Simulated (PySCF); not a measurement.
Radial density of F⁸⁺ (fluorine, charge +8)

UHF, 1s1, 2S determinant. Computed with PySCF 2.14 in an uncontracted even-tempered set (17 s from 2.9 bohr⁻², ratio 2.2; 7 p from 4.5 bohr⁻², ratio 2.4; 4 d from 14 bohr⁻², ratio 2.4; 3 f from 20 bohr⁻², ratio 2.4; 3 g from 31 bohr⁻², ratio 2.4), with the spin-free X2C one-electron Hamiltonian (Gaussian nucleus).

| r (bohr) | 4πr²ρ (e/bohr) | 4πr²(ρα − ρβ) |
| --- | --- | --- |
| 0.00231 | 0.01600 | 0.0160 |
| 0.00388 | 0.04329 | 0.0433 |
| 0.00653 | 0.1151 | 0.1151 |
| 0.0110 | 0.2968 | 0.2968 |
| 0.0185 | 0.7268 | 0.7268 |
| 0.0311 | 1.627 | 1.6274 |
| 0.0522 | 3.128 | 3.1280 |
| 0.0879 | 4.641 | 4.6415 |
| 0.148 | 4.451 | 4.4508 |
| 0.249 | 2.046 | 2.0462 |
| 0.418 | 0.2730 | 0.2730 |
| 0.703 | 0.004594 | 0.0046 |

Densities and radii are taken from the X2C orbitals without a picture-change correction, which distorts them close to the nucleus.
